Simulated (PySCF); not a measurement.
Computed properties of CH₄Al, SMILES [CH3][AlH+], charge +1

Al(Me)(H) (CH4Al), SMILES [CH3][AlH+], charge +1. Coordinates come from a PBE0-D3(BJ)/def2-TZVP optimisation. The multiplicity is an assumed one; other spin states were not compared. The isomer is the one that the SMILES or the coordinates give; other isomers of the formula were not compared. The values are those of a single conformer. All values are computed for the isolated molecule unless a solvent is named; none is compared with measurement here.

**Structure.** The optimised structure has C3v symmetry. All 12 harmonic modes at PBE0-D3(BJ)/def2-TZVP (PySCF) are real, so it is a minimum.

**Vibrations.** The strongest infrared lines (harmonic, unscaled, degenerate partners summed) lie at 714 cm⁻¹ (181 km/mol, H 78 %, C 17 %), 365 cm⁻¹ (86 km/mol, H 93 %), 3134 cm⁻¹ (29 km/mol, H 91 %, C 9 %). The softest mode is at 365 cm⁻¹ and the zero-point energy is 26.1 kcal/mol.

**Electronic structure.** r2SCAN/def2-TZVPD (PySCF) places the frontier levels at -13.95 and -7.71 eV, a gap of 6.24 eV and a mean polarisability of 33.3 bohr³. PBE/def2-TZVPD (PySCF) at the same geometry gives -13.70 and -8.12 eV, so its gap is 0.66 eV narrower. An orbital gap is neither the optical nor the fundamental gap.

**Excitations.** TDDFT-M06-2X/def2-TZVPD (PySCF) has S1 at 5.84 eV (212 nm, f = 0.000, dark); the most intense of the 10 singlets computed lies at 7.53 eV (f = 0.43). Strengths of degenerate partners are summed. T1 (TDA) is at 5.41 eV. No vertical singlet excitation falls in the visible range (under 3.1 eV).

**NMR.** GIAO shifts at PBE0/pcSseg-2 (PySCF) (non-relativistic, atoms alike by connectivity averaged): ¹³C at -0.6 ppm against TMS; ¹H from 1.6 to 6.5 ppm against TMS.
